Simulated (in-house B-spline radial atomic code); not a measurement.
Rb III (Rb2+) is squeezed into an impenetrable sphere of radius R (the orbitals vanish at R). No spin polarisation. Computed with an all-electron radial atomic-structure program (B-spline basis): non-relativistic LDA VWN5, spherical fractional occupations, point nucleus.

Energies in eV above the free ion in [Ar] 3d10 4s2 4p5:

| R (bohr) | highest level (eV) | [Ar] 3d10 4s2 4p5 | [Ar] 3d10 4s1 4p5 4f1 | [Ar] 3d10 4s2 4p4 4d1 | -dE/dV in [Ar] 3d10 4s2 4p5 (GPa) |
| --- | --- | --- | --- | --- | --- |
| 8.08 | -33.8 | 1.818e-05 | 48.82 | 21.15 | 6.81e-05 |
| 6.1 | -33.8 | 0.00463 | 50.74 | 21.26 | 0.0293 |
| 5.21 | -33.8 | 0.05127 | 52.85 | 21.57 | 0.432 |
| 4.21 | -33.3 | 0.6955 | 57.95 | 23.18 | 8.62 |
| 3.57 | -31.8 | 3.486 | 65.89 | 27.53 | 58.5 |
| 3.04 | -28.1 | 12.91 | 82.16 | 39.43 | 295 |
| 2.8 | -24.8 | 23.26 | 96.79 | 51.5 | 626 |
| 2.11 | 0.791 | 129 | 220.1 | 165.7 | 6350 |
| 1.97 | 12.4 | 184.9 | 280.1 | 224.2 | 10700 |
| 1.2 | 265 | 1748 | 1806 | 1790 | 356000 |

Question: Does [Ar] 3d10 4s1 4p5 4f1 fall below [Ar] 3d10 4s2 4p5 under compression?

Answer: No, it stays above over the whole range.

Question: Does [Ar] 3d10 4s2 4p4 4d1 fall below [Ar] 3d10 4s2 4p5 under compression?

Answer: No, it stays above over the whole range.

The highest level is first positive in the row R = 2.11 bohr, pushed up by confinement above the zero of the free ion's potential. Each configuration is held fixed and needn't be the lowest in the sphere.
